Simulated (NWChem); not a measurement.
Molecule: CH$_{4}$FInO; SMILES C[O][InH][F]

```xyz
8

In    -0.2895    -0.5068     0.0000
H     -1.4249    -1.7613     0.0000
F      1.6540    -0.7993     0.0000
O     -0.5715     1.4544     0.0000
C      0.4903     2.3691     0.0000
H      1.4870     1.8910     0.0000
H      0.4335     3.0229    -0.8902
H      0.4335     3.0229     0.8902
```
Atoms are numbered in this order, from 1.

Program: NWChem. The geometry was optimised at PBE0/def2-SVP. def2 effective core potentials on In; no spin-orbit coupling.

**Question.** Taking Hartree-Fock/def2-TZVPP as the yardstick, which of these has the fewest basis functions while keeping “highest occupied level (eV)” within 0.05 eV of it: Hartree-Fock/def2-TZVP; Hartree-Fock/def2-SVPD; Hartree-Fock/def2-SVP?

**Answer.** Hartree-Fock/def2-TZVP.
```
level                    basis functions  highest occupied level (eV)  relative time (rough)
-----------------------  ---------------  ---------------------------  ---------------------
Hartree-Fock/def2-SVP                 88                       -11.42                      1
Hartree-Fock/def2-SVPD               130                       -11.55                      3
Hartree-Fock/def2-TZVP               167                       -11.49                      6
Hartree-Fock/def2-TZVPP              199                       -11.49                      4
```

The yardstick is one finite set, not the basis-set limit.
